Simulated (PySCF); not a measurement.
Compound: C3H6N2Si.
SMILES with atom numbers: `[SiH3:1][n:2]1[cH:3][cH:4][n:5][cH:6]1` (hydrogens: H7, H8, H9 on Si1; H10 on C3; H11 on C4; H12 on C6)

The calculation used core-valence-separated Tamm–Dancoff BHandHLYP/aug-pcX-1 (pcseg-1 on H, def2-SVPD on Si) in PySCF, non-relativistic, gas phase, PBE0-D3(BJ)/def2-SVP geometry.

Computed nitrogen K-edge spectrum, Gaussian lines of 0.4 eV full width, highest printed point 100; it ends one width below the last computed root. BHandHLYP without relativity tends to put these K edges a few eV too low, so spacings mean more than positions.

```
photon energy (eV)  absorption
             396.8           2
             396.9           9
             397.0          28
             397.1          60
             397.2          92
             397.3         100
             397.4          77
             397.5          41
             397.6          16
             397.7           4
             397.8           1
             397.9           0
             398.0           0
             398.1           0
             398.2           0
             398.3           0
             398.4           0
             398.5           0
             398.6           0
             398.7           0
             398.8           0
             398.9           0
             399.0           0
             399.1           0
             399.2           2
             399.3           9
             399.4          25
             399.5          47
             399.6          64
             399.7          61
             399.8          42
             399.9          21
             400.0           9
             400.1           5
             400.2           5
             400.3           4
             400.4           3
             400.5           3
             400.6           6
             400.7          14
             400.8          24
             400.9          30
             401.0          28
             401.1          21
             401.2          14
             401.3           9
             401.4           6
             401.5           3
             401.6           2
             401.7           2
             401.8           1
```

Problem. Where are the maxima, and which lines make them up?

Solution. 3 maxima:
- 397.3 eV: N5 (pyridine-type nitrogen), 397.27 eV, f = 0.059, 100 % of the height at the exact maximum
- 399.6 eV: N2 (pyrrole-type nitrogen), 399.64 eV, f = 0.038, 1s→π*, 100 % of the height at the exact maximum
- 400.9 eV: N2 (pyrrole-type nitrogen), 400.91 eV, f = 0.016, 91 % of the height at the exact maximum

Roots within 0.03 eV on the same or equivalent atoms count as one line; shares under 12 % aren't listed.

Vibrational structure and lifetime widths aren't in the curve. The ionisation threshold wasn't computed; near and above it a finite basis only mimics Rydberg series and continuum.
